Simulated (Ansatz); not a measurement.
Cost and result for the atomization energy of C$_{3}$H$_{6}$AlNO, SMILES `C=[N][Al]1[CH2]C[O]1` (12 atoms, 12 bonds).

```xyz
12

C    -2.1536    1.9131    1.3879
N    -1.3081    1.1335    0.9165
Al   -0.1357    0.0523    0.2227
C     0.9078   -0.4015   -1.3505
C     1.3954   -1.5106   -0.3888
O     0.6958   -1.3087    0.8606
H    -1.8768    2.8438    1.9084
H    -3.2371    1.7255    1.3191
H     1.6910    0.2863   -1.6689
H     0.3839   -0.7749   -2.2303
H     2.4731   -1.4483   -0.2077
H     1.1641   -2.5106   -0.7691
```

Total charge 0; spin multiplicity 1. All single points use the PBE0-D4/def2-TZVP geometry. It is one conformer, not always the lowest. Program: Ansatz. All runs use 4 threads of an Arm Neoverse V1 on a shared host. Times are those of one run each, without the atoms' runs, and a repeat can differ threefold. Electronic energies, without spin–orbit coupling; frozen cores. CCSD(T)/CBS adds CCSD(T) − MP2 in def2-TZVPP to the MP2 limit, and its time is that of the two runs behind it. T1 = 0.014. B3LYP takes the VWN-RPA correlation (the form of Gaussian; ORCA's B3LYP/G).

CCSD(T)/CBS is a level of theory with its own doubt, some kJ/mol a heavy atom from the limit and from the frozen cores, so smaller differences don't rank the functionals.

| level | functions | wall time | atomization (kcal/mol) | difference from CCSD(T)/CBS | per bond |
| --- | --- | --- | --- | --- | --- |
| revPBE-D4/def2-TZVPP | 281 | 2.3 s | 1146.2 | 1.1 | 0.1 |
| BLYP-D4/def2-TZVPP | 281 | 2.6 s | 1150.3 | 5.2 | 0.4 |
| BHLYP-D4/def2-TZVPP | 281 | 3.9 s | 1105.5 | -39.6 | -3.3 |
| CAM-B3LYP-D4/def2-TZVPP | 281 | 4.3 s | 1152.2 | 7.1 | 0.6 |
| r2SCAN-D4/def2-TZVPP (with forces) | 281 | 6 s | 1149.9 | 4.8 | 0.4 |
| B3LYP-D4/def2-TZVPP (with forces) | 281 | 6.5 s | 1146.7 | 1.6 | 0.1 |
| r2SCANh-D4/def2-TZVPP | 281 | 6.5 s | 1140.5 | -4.6 | -0.4 |
| PBE-QIDH/def2-TZVPP | 281 | 7.5 s | 1139.1 | -6.0 | -0.5 |
| CCSD(T)/def2-SVP | 118 | 9 s | 1082.5 | -62.6 | -5.2 |
| B97M-V/def2-TZVPP | 281 | 12 s | 1149.3 | 4.2 | 0.4 |
| MP2/def2-QZVPP | 535 | 32 s | 1159.3 | 14.2 | 1.2 |
| CCSD(T)/def2-TZVPP | 281 | 4.7 min | 1113.1 | -32.0 | -2.7 |
| CCSD(T)/CBS(def2) | – | 5.2 min | 1145.1 | 0.0 | 0.0 |

Leaving LDA and LC-ωPBE aside and taking each functional with its dispersion term where it has one, the values, not all of them listed here, spread over 73.1 kcal/mol, from BHLYP-D4 to PBE-D4. LDA lies +150.0 kcal/mol from PBE without D4, its usual overbinding. From r2SCAN to r2SCAN0 (25 % exact exchange), in def2-TZVPP and without D4, the atomization energy moves by −23.2 kcal/mol: exact exchange takes away binding that semilocal exchange gives to molecules. In def2-TZVPP, CCSD(T) changes the Hartree–Fock value by +305.0 kcal/mol (the triples alone add +20.6 kcal/mol) and MP2 by +332.2 kcal/mol; breaking electron pairs costs correlation energy, which Hartree–Fock lacks.
